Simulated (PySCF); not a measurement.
Species: C₅H₇BO₂.
Cartesian coordinates in Å at the PBE0-D3(BJ)/def2-SVP level; atoms count from 1:
```xyz
15
C5H7BO2 angstrom
C     -1.3075   -1.7455   -0.2956
C     -0.7964   -0.4968   -0.2498
C      0.6114   -0.2692   -0.2731
C      1.8037   -0.0319   -0.2824
C      3.2274    0.2525   -0.3036
B     -1.7626    0.7569   -0.2063
O     -1.3319    1.9424   -0.6969
O     -3.0277    0.6766    0.2995
H     -0.6720   -2.6342   -0.3515
H     -2.3895   -1.9150   -0.3065
H      3.5364    0.6341   -1.2900
H      3.4916    1.0169    0.4444
H      3.8225   -0.6495   -0.0912
H     -2.0091    2.6228   -0.6127
H     -3.2116   -0.1766    0.7031
```

Computed with PySCF at PBE0/pcSseg-1 and wB97X-D/def2-SVPD, non-relativistic, on one gas-phase PBE0-D3(BJ)/def2-SVP geometry that isn't relaxed in the solvent. The solvent is an IEF-PCM continuum (van der Waals radii × 1.2). The model holds no explicit solvent molecules, cavitation or dispersion.

Gas phase at PBE0/pcSseg-1: HOMO -6.73 eV, LUMO -1.11 eV, dipole 0.96 D.

**Question.** What does the continuum do to the energy, the frontier levels and the dipole at PBE0/pcSseg-1 in dichloromethane and acetone?

**Answer.** 
```
        solvent      ε  E(solvent) − E(gas) (kJ/mol)  polarisation term (kJ/mol)  distortion of the solute (kJ/mol)  HOMO (eV)  LUMO (eV)  dipole (D)
dichloromethane   8.93                        -33.85                      -37.92                               4.07      -6.87      -1.18        1.36
        acetone  20.49                        -38.03                      -43.26                               5.23      -6.90      -1.19        1.43
```

Polarisation term: ½ Σ q·V over the induced surface charges. Distortion: the rise of the solute's own energy as its density leaves the gas-phase optimum. From dichloromethane to acetone the lowering changes by a factor 1.12, Onsager's factor (ε − 1)/(2ε + 1) by 1.10 and ε itself by 2.3.

**Question.** Give the dipole vector in the frame of the coordinates (D, pointing from negative to positive charge), gas and acetone.

**Answer.** Gas (-0.20, -0.63, 0.69), solvent (-0.47, -1.04, 0.87). Its length changes by +50 % and its direction by 10°.

**Question.** Which Hirshfeld charges (PBE0/pcSseg-1) respond most in acetone (means over atoms taken as equivalent)?

**Answer.** 
| atoms | environment | gas (e) | solvent (e) | change |
| --- | --- | --- | --- | --- |
| C3 | alkyne carbon | -0.069 | -0.092 | -0.023 |
| H10 | vinylic hydrogen | +0.044 | +0.060 | +0.016 |
| C4 | alkyne carbon | -0.043 | -0.057 | -0.014 |
| H14/H15 | hydroxyl hydrogen | +0.176 | +0.189 | +0.013 |
| C2 | fully substituted alkene carbon | -0.066 | -0.078 | -0.012 |
| O7/O8 | boron-bound oxygen | -0.256 | -0.267 | -0.011 |

**Question.** Which Mayer bond orders change most in acetone?

**Answer.** 
| bond | length (Å) | gas | solvent | change |
| --- | --- | --- | --- | --- |
| B6–O8 | 1.365 | 1.210 | 1.227 | +0.017 |
| C2–C3 | 1.426 | 1.150 | 1.133 | -0.017 |
| O7–H14 | 0.964 | 0.928 | 0.913 | -0.015 |
| O8–H15 | 0.962 | 0.926 | 0.912 | -0.014 |
| C5–H13 | 1.101 | 0.928 | 0.921 | -0.007 |
| C4–C5 | 1.452 | 1.254 | 1.260 | +0.006 |
| C5–H11 | 1.102 | 0.924 | 0.918 | -0.006 |
| C5–H12 | 1.102 | 0.925 | 0.919 | -0.006 |

Gas phase at wB97X-D/def2-SVPD: HOMO -8.53 eV, LUMO 0.56 eV, dipole 0.94 D.

**Question.** What does the continuum do to the energy, the frontier levels and the dipole at wB97X-D/def2-SVPD in acetone?

**Answer.** 
```
solvent      ε  E(solvent) − E(gas) (kJ/mol)  polarisation term (kJ/mol)  distortion of the solute (kJ/mol)  HOMO (eV)  LUMO (eV)  dipole (D)
acetone  20.49                        -36.78                      -42.62                               5.84      -8.67       0.52        1.50
```

**Question.** How does the static polarisability (wB97X-D/def2-SVPD, frozen core, with the continuum's full static response) change?

**Answer.** 
```tsv
medium	isotropic (au)	principal values (au)	⟨r²⟩ of the electrons (bohr²)
gas	85.4	55.9, 78.7, 121.5	1296.0
acetone	111.8	75.1, 101.4, 159.1	1293.0
```

The isotropic value in acetone is 1.31 times the gas-phase one; no cavity-field correction is applied. ⟨r²⟩ is taken about the centre of nuclear charge.

wB97X-D is run here without its empirical dispersion term; that term would change no orbital, density or response property at a fixed geometry.
